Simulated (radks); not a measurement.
The mean radii <r> (bohr) of the occupied orbitals of an atom or ion are listed with their occupations. Method: Dirac Kohn-Sham, BLYP, spin-unpolarised, spherical densities, finite nucleus; Fermi nuclear charge, rms radius of each element as measured or else 0.836 A^(1/3) + 0.57 fm; computed with a radial shooting solver on a logarithmic mesh with Libxc functionals.

| orbital | occ. | <r> |
|---|---|---|
| 1s1/2 | 2 | 0.02842 |
| 2s1/2 | 2 | 0.1222 |
| 2p1/2 | 2 | 0.1032 |
| 2p3/2 | 4 | 0.1087 |
| 3s1/2 | 2 | 0.3302 |
| 3p1/2 | 2 | 0.3207 |
| 3p3/2 | 4 | 0.3320 |
| 3d3/2 | 4 | 0.3030 |
| 3d5/2 | 6 | 0.3066 |
| 4s1/2 | 2 | 0.7784 |
| 4p1/2 | 2 | 0.8135 |
| 4p3/2 | 4 | 0.8399 |
| 4d3/2 | 4 | 0.9517 |
| 4d5/2 | 3 | 0.9616 |
| 5s1/2 | 2 | 1.858 |
| 5p1/2 | 2 | 2.085 |
| 5p3/2 | 1 | 2.149 |

Name the element and its charge. Open shells, if any, fill j = l - 1/2 first.

Answer. Z = 51, antimony, charge +3: Sb3+ in [Kr] 4d7 5s2 5p3. The 1s radius gives Z: for a bare nucleus <r> = (2 gamma + 1)/(2Z) with gamma = sqrt(1 - (Z/c)^2), 0.028 bohr for Z = 51, and screening makes it slightly larger (0.02842 here). The occupations add up to 48, and the charge is Z minus that.
